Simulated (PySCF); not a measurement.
Electron correlation in Cl (chlorine, neutral)

[Ne] 3s1 3p6, 2S determinant (an excited configuration). Calculation: PySCF 2.14, in aug-cc-pV(D+d)Z (5s4p3d, 32 functions); no relativity, point nucleus. Frozen: [Ne]; 7 electrons correlated.

MP2 pair energies summed by pair of shells (mhartree):

```tsv
pair	energy	share (%)
3p-3p	-199.74	93.6
3s-3p	-13.56	6.4
```

Total MP2 correlation energy: -213.30 mhartree.

Same-spin part -40.29 and opposite-spin part -173.01 mhartree; SCS-MP2 scales them by 1/3 and 6/5 to -221.04 mhartree.
